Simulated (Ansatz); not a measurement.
**How methods differ on CH5AlO2 (SMILES C[Al](O)O)**

CH5AlO2 has 9 atoms, charge 0, and is taken as a singlet. SMILES: `C[Al](O)O`. Geometry: optimised at r2SCAN/def2-SVP. This is one conformer, not always the lowest.

```xyz
9

C    -0.0269    1.1054   -1.0302
Al   -0.0028   -0.3076    0.2898
O     0.9629   -1.6802   -0.0132
O    -0.9404   -0.1263    1.7030
H    -0.2236    0.7101   -2.0406
H    -0.7877    1.8694   -0.8068
H     0.9512    1.6137   -1.0801
H     1.0952   -2.4583    0.5318
H    -1.0280   -0.7264    2.4463
```

Each level gives the dissociation energy of the H5–C1 bond into doublet H and doublet CH4AlO2 (shapes relaxed at r2SCAN/def2-SVP, no zero-point term) (eV). The values are calculated.

```
           level                    kind  program  value (eV)  less CCSD(T)/def2-SVP
  SVWN5/def2-SVP                     LDA   Ansatz        5.10                  +0.65
    PBE/def2-SVP                     GGA   Ansatz        4.52                  +0.07
 r2SCAN/def2-SVP                meta-GGA   Ansatz        4.43                  -0.02
  B3LYP/def2-SVP           global hybrid   Ansatz        4.53                  +0.08
wB97M-V/def2-SVP  range-separated hybrid   Ansatz        4.67                  +0.22
 B2PLYP/def2-SVP           double hybrid   Ansatz        4.50                  +0.05
RPA@PBE/def2-SVP                     RPA   Ansatz        4.44                  -0.01
    MP2/def2-SVP     perturbation theory   Ansatz        4.42                  -0.03
CCSD(T)/def2-SVP   coupled cluster or CI   Ansatz        4.45                   0.00
```

CCSD(T)/def2-SVP is the highest level here, not the true value. The values span 4.42 to 5.10 eV. Measured bond enthalpies also hold zero-point and thermal terms, a few tenths of an eV less.
